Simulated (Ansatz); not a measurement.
Species: C₅H₉O (charge 0, doublet). It need not be the lowest isomer of its formula. SMILES: CCC(=O)C[CH2]
Structure (B3LYP-D3(BJ)/def2-TZVP (Ansatz, a quantum-chemistry and plane-wave program) minimum search):
```
C
O 1 1.2062
C 1 1.5149 2 122.89
H 3 1.0947 1 107.80 2 132.41
H 3 1.0969 4 105.18 1 -113.53
C 3 1.5206 4 111.60 5 -120.50
H 6 1.0895 3 110.92 4 179.37
H 6 1.0903 7 107.33 3 -121.25
H 6 1.0907 7 108.55 8 -116.98
C 1 1.5418 2 121.06 3 178.67
H 10 1.0913 1 106.54 2 24.78
H 10 1.0926 11 109.37 1 -117.90
C 10 1.4841 11 111.36 12 -122.93
H 13 1.0806 10 121.22 11 148.49
H 13 1.0807 14 118.24 10 -170.45
```
Charge 0, spin multiplicity 2.

Wanted: atomisation energy (electronic, to ground-state atoms), in eV. Valence correlation only, unless marked. Open shells are spin-unrestricted. Spin-orbit coupling is left out. No relativistic terms. The coupled-cluster limit lacks core correlation, which all-electron functionals hold. CBS marks a two-point X^-3 extrapolation of the correlation energy; Hartree-Fock from the larger set. [CCSD(T)-MP2]/basis is that difference in the basis named.

```csv
level,program,atomisation energy (eV),minus last row
r2SCAN/def2-TZVPD,Ansatz,63.54,0.36
PBE0-D3(BJ)/def2-TZVP,Ansatz + dftd3,63.84,0.66
PBE0-D4/def2-TZVP,Ansatz + dftd4,63.82,0.64
LC-wPBE-D4/def2-TZVPD,Ansatz + dftd4,63.69,0.51
RPA@PBE/cc-pVQZ,Ansatz,59.68,-3.50
SCS-MP2/cc-pVTZ,Ansatz,62.25,-0.93
CCSD/6-31G,Ansatz,54.24,-8.94
CCSD/cc-pVTZ,Ansatz,60.83,-2.35
CCSD(T)/STO-3G,Ansatz,63.65,0.47
"RI-MP2/CBS(cc-pVTZ,cc-pVQZ)+[CCSD(T)-MP2]/cc-pVTZ",Ansatz,63.18,0.00
```
